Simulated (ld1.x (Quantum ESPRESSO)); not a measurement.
**Cutoff test, manganese, ultrasoft**

* Element: Mn (Z = 25)
* Generator: ld1.x (Quantum ESPRESSO) 7.5
* Type: ultrasoft
* Functional: PBE
* Relativity: scalar-relativistic
* Frozen core: [Ar]
* Valence charge: 7
* Reference configuration: 3d5.5 4s1.5 4p0
* Partial waves: 4s (bound): rcut 2.40, rcutus 3.00 bohr; 4s channel at -0.05 Ry: rcut 2.40, rcutus 3.00 bohr; 4p (bound, empty): rcut 2.80, rcutus 3.05 bohr; 4p channel at 2 Ry: rcut 2.80, rcutus 3.05 bohr; 3d (bound): rcut 1.70, rcutus 2.15 bohr; 3d channel at 2.65 Ry: rcut 1.70, rcutus 2.15 bohr
* Local potential: all-electron potential smoothed inside 2.15 bohr (lloc = -1)
* Core correction: Bessel-smoothed model core inside 2.20 bohr
* Augmentation charge: PSQ, radius 1.90 bohr

The pseudo-atom Hamiltonian at the reference potential is diagonalised in spherical Bessel functions j_l(qr) that vanish at 20 bohr, with q² up to the cutoff. All-electron valence levels (Ry): 4s -0.3368, 4p -0.0829, 3d -0.3595.

Problem. How do the lowest levels (Ry) of each channel move with the cutoff, and are there ghosts?

Solution.

| cutoff (Ry) | s #1 | p #1 | p #2 | d #1 | d #2 | f #1 | Σ f·Δε (mRy) |
| --- | --- | --- | --- | --- | --- | --- | --- |
| 8 | -0.3368 | -0.0828 | 0.0486 | 0.0552 | 0.1395 | 0.1086 | 2281.0 |
| 10 | -0.3368 | -0.0828 | 0.0486 | 0.0313 | 0.0721 | 0.1086 | 2149.4 |
| 12 | -0.3368 | -0.0828 | 0.0486 | -0.2156 | 0.0579 | 0.1086 | 791.7 |
| 15 | -0.3368 | -0.0828 | 0.0486 | -0.3151 | 0.0575 | 0.1086 | 244.4 |
| 18 | -0.3368 | -0.0828 | 0.0486 | -0.3538 | 0.0574 | 0.1086 | 31.3 |
| 21 | -0.3368 | -0.0828 | 0.0486 | -0.3584 | 0.0574 | 0.1086 | 6.1 |
| 25 | -0.3368 | -0.0828 | 0.0486 | -0.3591 | 0.0574 | 0.1086 | 2.1 |
| 30 | -0.3368 | -0.0828 | 0.0486 | -0.3592 | 0.0574 | 0.1086 | 1.8 |
| 35 | -0.3368 | -0.0828 | 0.0486 | -0.3594 | 0.0574 | 0.1086 | 0.7 |
| 40 | -0.3368 | -0.0828 | 0.0486 | -0.3595 | 0.0574 | 0.1086 | 0.2 |
| 45 | -0.3368 | -0.0828 | 0.0486 | -0.3595 | 0.0574 | 0.1086 | 0.2 |
| 400 | -0.3368 | -0.0828 | 0.0486 | -0.3595 | 0.0574 | 0.1086 | 0.0 |

Result: no extra level below or beside the all-electron valence levels (s, p, d, f tested); 10 mRy is reached at 21 Ry and 1 mRy at 35 Ry.
